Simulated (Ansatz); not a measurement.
Reaction: SiHCl2F (dichloro(fluoro)silane, SMILES F[SiH](Cl)Cl) → SiHClF (SMILES Cl[SiH]F, doublet) + Cl (doublet) (the Cl-Si bond breaks)
Each species at its own B3LYP-D3(BJ)/def2-TZVP minimum (Ansatz, a first-principles code).

Property: bond dissociation energy (electronic), in kcal/mol. Open shells are spin-unrestricted; no spin-orbit coupling. CBS(X,Y): correlation extrapolated as X^-3, Hartree-Fock from the larger set. A bracket is a step between two methods taken in the basis named. Functionals run without relativity, which enters their misses. Double hybrids freeze cores in their MP2 part. 'core' is core correlation in cc-pwCVTZ (1s frozen past Ne), 'X2C' scalar relativity in cc-pVTZ-DK, both at CCSD(T).

CCSD(T)/CBS(cc-pV(T+d)Z,cc-pV(Q+d)Z) + [CCSDT(Q) - CCSD(T)]/cc-pV(D+d)Z + core + X2C (Ansatz) gives 117.7 kcal/mol.

### Question
How far off this value is PBE/def2-TZVPD (Ansatz), in which direction, and which of these levels come nearer: r2SCAN/def2-TZVPD, PBE0/def2-TZVPD, wB97M-V/def2-TZVPD, B2PLYP/def2-TZVPD, CCSD(T)/CBS(cc-pV(T+d)Z,cc-pV(Q+d)Z) + core + X2C?

### Answer
PBE gives 111.5 kcal/mol, 6.2 kcal/mol below it. Differences of the others: r2SCAN/def2-TZVPD (Ansatz) -4.7; PBE0/def2-TZVPD (Ansatz) -5.6; wB97M-V/def2-TZVPD (Ansatz) -0.4; B2PLYP/def2-TZVPD (Ansatz) -6.2; CCSD(T)/CBS(cc-pV(T+d)Z,cc-pV(Q+d)Z) + core + X2C (Ansatz) 0.0 kcal/mol. Nearer than PBE: r2SCAN/def2-TZVPD, PBE0/def2-TZVPD, wB97M-V/def2-TZVPD, CCSD(T)/CBS(cc-pV(T+d)Z,cc-pV(Q+d)Z) + core + X2C.
